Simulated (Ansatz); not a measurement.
Input:

```yaml
crystal:
  periodic: [false, false, false]
  atoms:
    - { symbol: Ta, position_ang: [-0.236281, 0.364123, 0.000549] }
    - { symbol: F, position_ang: [1.50074, 1.133927, 0.022337] }
    - { symbol: "N", position_ang: [0.224891, -0.276532, 1.828758] }
    - { symbol: H, position_ang: [-0.272742, -1.010705, 2.324345] }
    - { symbol: H, position_ang: [1.13925, -0.115281, 2.244581] }
    - { symbol: "N", position_ang: [0.261574, -0.259774, -1.823868] }
    - { symbol: H, position_ang: [-0.22916, -0.986281, -2.337277] }
    - { symbol: H, position_ang: [1.185046, -0.098427, -2.218943] }
    - { symbol: "N", position_ang: [-1.33546, 1.984301, -0.00373] }
    - { symbol: H, position_ang: [-1.680268, 2.45397, 0.829879] }
    - { symbol: H, position_ang: [-1.664588, 2.458876, -0.840876] }
    - { symbol: Cl, position_ang: [-1.968002, -1.257497, -0.025756] }
basis:
  gaussian: { orbitals: def2-SVP }
hamiltonian:
  xc: pbe0
  dispersion: d4
md:
  timestep: 0.25
  n_steps: 150
  ensemble: nve
  temperature: 1000.0
  initial_velocities: maxwell_boltzmann
  seed: 303475
```

Launched with:

```bash
$ ansatz run input.yaml --threads 4 --pin off --max-ram 5120MiB --backend cpu --events-out ev --progress --plain --runs-dir out
```

Hardware: 4 threads of Arm Neoverse V1, on a shared host.

Task: Roughly how long does this run take, and how much memory?

Result: 8.2 min, with a peak of 0.41 GiB, for 151 ionic steps.
